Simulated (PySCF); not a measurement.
Computed Raman spectrum (relative Raman activity) of a molecule C2H4Cl2Ge. Coordinates come from a r2SCAN-D4/def2-SVP optimisation. One conformer was computed; it need not be the lowest. Calculation: r2SCAN-D4/def2-SVP run with PySCF 2.14.0. Frequencies are harmonic and unscaled.

Lines under 2 % of the strongest are left out, and lines within 2 cm⁻¹ are merged.

ν (cm⁻¹): 70 (vw), 408 (w), 513 (vw), 602 (vw), 714 (w), 739 (w), 1257 (vw), 1403 (w), 1660 (w), 2179 (vs), 3124 (s), 3152 (s), 3228 (m) (against the strongest line: vs over 80 %, s over 45 %, m over 15 %, w over 4 %, vw less)

Task: Pick the molecule that these values belong to.
A. ClC(Cl)=[CH][GeH3]
B. C=[CH][GeH]([Cl])[Cl]
C. C=[C](Cl)[GeH2][Cl]
D. Cl/C=[CH]\[GeH2][Cl]

Result: B, C=[CH][GeH]([Cl])[Cl]
